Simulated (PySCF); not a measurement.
Identify the compound

Molecular formula: C₆H₉Cl. Simulated spectra:

¹H NMR (500 MHz, computed): δ 4.43 (m, 1H), 2.89 (m, 1H), 2.42 (m, 1H), 1.85 (s, 3H), 1.81 (s, 3H).

¹³C{¹H} NMR (computed): δ 148.6 (C), 147.8 (C), 59.6 (CH), 46.6 (CH2), 15.8 (CH3), 12.7 (CH3).

- shieldings: GIAO PBE0/pcSseg-1
- structure optimised with GFN2-xTB
- code: PySCF
- in vacuum, a single conformation, one averaged value for each set of equivalent atoms, relativity neglected

δ = σ(ref) − σ, references computed at the same level: ¹H, ¹³C against TMS.

**Question.** What is the structure?

**Answer.** 
1. The formula gives 2 degrees of unsaturation (1 ring in the answer).
2. 6 carbon signals for 6 carbons: no two carbons are equivalent.
3. Carbon types of the structure: 2 × C, 1 × CH, 1 × CH2, 2 × CH3, which accounts for all hydrogens.
4. δC 148.6, 147.8: fully substituted alkene carbon; the olefinic region.
5. δC 59.6: allylic sp3 CH bonded to Cl; the inductive effect lowers its shielding.
6. δC 46.6: allylic sp3 CH2; a saturated carbon with 2 carbon neighbours and no heteroatom attached.
7. δC 15.8, 12.7: allylic methyl carbon; a saturated carbon with 1 carbon neighbour and no heteroatom attached.
8. δH 4.43: hydrogen on an allylic sp3 CH bonded to Cl; its carbon carries Cl, an electronegative neighbour.
9. δH 2.89, 2.42: hydrogen on an allylic sp3 CH2; allylic position.
10. δH 1.85, 1.81: hydrogen on an allylic methyl carbon; allylic position.

Structure: `CC1=C(C)[C@@H](Cl)C1`.

The shifts were computed for this structure.

Carbons that carry Cl, above all several Cl atoms, come out too deshielded, partly because spin–orbit coupling is missing. Shifts are as computed. Against solution values, carbons near 30 ppm lie about +3 ppm off and those near 130 ppm about +5 ppm; carbons on Cl a further +6 ppm. Of 1211 compounds with measured shifts, 218 miss one by over three times the rms of a fit or turn the order of signals round; such compounds aren't used in these exercises. No couplings were computed; multiplicities are counted from neighbouring protons, with m where these are inequivalent, close in shift, in a saturated or five-membered ring or joined by F or P, and br s for small geminal =CH2 splittings.
